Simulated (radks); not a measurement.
Q: Ionisation of the rhenium ion Re2+, [Xe] 4f14 5d5, to [Xe] 4f14 5d4 as the strength of local exchange is varied. Calculated with a radial shooting solver on a logarithmic mesh with Libxc functionals: scalar-relativistic Kohn-Sham, Slater X-alpha exchange (alpha = 2/3 is LDA exchange), no correlation, spin-polarised, spherical densities, point nucleus; open shells are filled with parallel spins first (spin-orbit coupling, left out, can overturn this in heavy ions).

alpha  E(Re2+) (hartree)  exchange (hartree)  IE (eV)  -e of the level emptied (eV)  <r> of it (bohr)
0.56         -16623.9359           -261.8864   25.592                   20.094 (5d)             1.840
0.571        -16629.1070           -267.1200   25.784                   20.271 (5d)             1.835
0.667        -16674.3104           -312.9398   27.500                   21.859 (5d)             1.790
0.845        -16758.4731           -398.5867   30.858                   24.996 (5d)             1.715
0.852        -16761.7921           -401.9731   30.995                   25.125 (5d)             1.712
0.929        -16798.3472           -439.3145   32.522                   26.563 (5d)             1.683
x            -16728.1603           -367.6894   29.624                   23.840 (5d)             1.741

Which alpha was used in the last row?

A: alpha = 0.781. NIST Atomic Spectra Database: 27 +/- 1.6 eV (theoretical). The Delta-SCF value meets it near alpha = 0.64. Open shells are spherical and high-spin; term and fine-structure splittings are not resolved. Spin-orbit splitting is averaged out at the scalar-relativistic level.
